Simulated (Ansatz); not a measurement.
`[SiH3]O[CH](S)[InH2]` and `[AlH2][CH](S)O[SiH3]` differ in one element.

Ansatz, PBE0-D4/def2-TZVP geometries, multiplicity 1. Each molecule was computed in one conformer, which needn't be the lowest.

Elements past krypton have def2 core potentials.

| property | `[SiH3]O[CH](S)[InH2]` |
| --- | --- |
| HOMO energy (B3LYP/def2-TZVPP) / eV | -6.54 |
| HOMO–LUMO gap (ωB97M-V/def2-TZVPP) / eV | 8.76 |
| HOMO–LUMO gap (B3LYP/def2-TZVPP) / eV | 4.77 |
| HOMO energy (ωB97M-V/def2-TZVPP) / eV | -8.84 |
| HOMO–LUMO gap (PBE0/def2-TZVPP) / eV | 5.22 |
| LUMO energy (PBE/def2-TZVPP) / eV | -2.21 |

(1) What does the change do to each property? (Estimate.)

Results:

(1) Computed: 
```csv
property,`[AlH2][CH](S)O[SiH3]`,shift
HOMO energy (B3LYP/def2-TZVPP) / eV,-6.93,-0.39
HOMO–LUMO gap (ωB97M-V/def2-TZVPP) / eV,10.34,1.58
HOMO–LUMO gap (B3LYP/def2-TZVPP) / eV,6.23,1.46
HOMO energy (ωB97M-V/def2-TZVPP) / eV,-9.30,-0.46
HOMO–LUMO gap (PBE0/def2-TZVPP) / eV,6.65,1.43
LUMO energy (PBE/def2-TZVPP) / eV,-1.33,0.88
```

With PBE0 the HOMO falls by 0.42 eV and the LUMO rises by 1.01 eV, so the gap widens by about 1.43 eV. PBE moves the HOMO by -0.30 eV and ωB97M-V by -0.46 eV.

B3LYP here is the variant with VWN-RPA as its local correlation; programs differ in this.
